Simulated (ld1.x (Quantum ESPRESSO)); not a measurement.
## Hg (Z = 80): variants of one TM potential

Base potential:

```
Element                 : Hg (Z = 80)
Generator               : ld1.x (Quantum ESPRESSO) 7.5
Type                    : norm-conserving Troullier–Martins (Kleinman–Bylander form)
Functional              : PBEsol
Relativity              : non-relativistic
Frozen core             : [Kr] 4d10 4f14
Valence charge          : 20
Reference configuration : 5s2 5p6 5d10 6s2 6p0
Partial waves           : 5s (bound): rc 1.60 bohr; 5d (bound): rc 2.10 bohr; 5p (bound): rc 1.10 bohr
Local potential         : the p channel
Core correction         : a·sin(br)/r model core inside 0.60 bohr
```

Occupied shells without a wave of their own: 6s. They enter only through the test configuration that unscreens the potential, and ld1.x also counts them in the model core charge.

Cutoffs, loose and tight: the cutoffs (Ry, on a coarse ladder) from which the occupation-weighted sum of valence levels, in a spherical-Bessel basis at the reference potential, stays within 10 and 1 mRy of its value at 400 Ry. They do not see the model core or the augmentation charge, which bear on the density cutoff. Test errors are all-electron minus pseudo excitation energies from the reference, over the configurations 5s2 5p6 5d10 6s1 6p0; 5s2 5p6 5d10 6s0 6p0; 5s2 5p6 5d9 6s0 6p0; 5s2 5p6 5d9 6s2 6p0; 5s2 5p6 5d10 6s1 6p1; 5s2 5p6 5d10 6s0 6p2; 5s1 5p6 5d10 6s2 6p0. A dash means not determined; rows that change the core or the reference have their own tests.

With those shells counted twice in exchange and correlation these files are broken, and their errors move erratically; no question is asked of them.

| change | outcome | cutoff, loose | cutoff, tight | bound ghosts | largest test error (meV) |
| --- | --- | --- | --- | --- | --- |
| base | generated, misses its reference levels by 0.68 eV | 140 Ry | 230 Ry | none | -3867 |
| wave 5p (bound): rc 1.10 bohr becomes 5p (bound): rc 0.74 bohr | failed: run_pseudo: Errors in PS-KS equation | – | – | – | – |
| wave 5p (bound): rc 1.10 bohr becomes 5p (bound): rc 0.88 bohr | generated, misses its reference levels by 1.29 eV | 260 Ry | over 300 Ry | none | -6973 |
| wave 5p (bound): rc 1.10 bohr becomes 5p (bound): rc 1.02 bohr | generated, misses its reference levels by 0.71 eV | 140 Ry | 230 Ry | none | -3998 |
| wave 5p (bound): rc 1.10 bohr becomes 5p (bound): rc 1.26 bohr | generated, misses its reference levels by 0.86 eV | 120 Ry | 160 Ry | none | -4740 |
| wave 5p (bound): rc 1.10 bohr becomes 5p (bound): rc 1.42 bohr | generated, misses its reference levels by 0.96 eV | 90 Ry | 120 Ry | none | -5211 |
| wave 5p (bound): rc 1.10 bohr becomes 5p (bound): rc 1.52 bohr | generated, misses its reference levels by 1.02 eV | 70 Ry | 110 Ry | none | -5420 |
| wave 5p (bound): rc 1.10 bohr becomes 5p (bound): rc 1.68 bohr | generated, misses its reference levels by 1.10 eV | 70 Ry | 90 Ry | none | -5678 |

Reading the sweep of the p radius (base included, trends over the rows without a ghost): The loose cutoff falls from 260 Ry at 0.88 to 70 Ry at 1.68 bohr. A larger radius leaves more room for a smooth pseudo-wave, so fewer plane waves are needed; a smaller one forces it to follow the all-electron wave where it bends sharply. The median size of the test errors (rows with all tests solved) is not monotonic: lowest 1014.9 meV at 1.1 bohr, highest 1832.4 meV at 0.88 bohr. The generation fails at 0.74 bohr.
